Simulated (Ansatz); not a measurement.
The cluster Pb₃Se₃, relaxed as a quintet with UKS r2SCAN-D4/def2-SVP in Ansatz, starting from the r2SCAN-D4/def2-SVP geometry of the neutral singlet. Force threshold 0.03 eV/Å.

In the def2 sets Pb takes a core potential; there is no spin–orbit coupling. At r2SCAN-D4/def2-SVP a singlet of charge 0 lies 3.59 eV below the quintet, each at its own geometry. The structure comes from a short search, and lower isomers may exist.

Start:

```xyz
6

Pb   -1.746   -0.045   -0.606
Pb    1.383    1.204   -0.238
Pb    0.671   -2.139    1.558
Se   -0.697    2.223   -1.619
Se    0.750   -1.563   -1.079
Se   -0.361    0.320    1.984
```

```tsv
step	energy (eV)	largest force component (eV/Å)	SCF passes
1	-211779.8773	1.732	179
2	-211780.6187	0.785	51
3	-211780.9332	0.478	43
4	-211781.0860	0.318	42
5	-211781.1743	0.187	43
6	-211781.2354	0.227	47
7	-211781.3283	0.569	38
8	-211781.4469	0.474	30
9	-211781.5344	0.203	30
10	-211781.5413	0.055	24
11	-211781.5421	0.009	26
```

Force components are those of the run's own axes.

End:

```xyz
6

Pb   -2.057   -0.086   -1.612
Pb    1.640    0.802   -0.332
Pb    1.260   -1.856    1.901
Se   -0.750    2.315   -0.817
Se    0.269   -1.637   -0.764
Se   -0.362    0.462    1.625
```

Bonds lost: Pb1–Se6 (atoms count from 1).

No frequencies were taken in this run, so the end may be a saddle point.

Hardware: 4 threads of Arm Neoverse V2 on a shared host. Wall time 2.9 min, peak host memory 0.66 GiB.
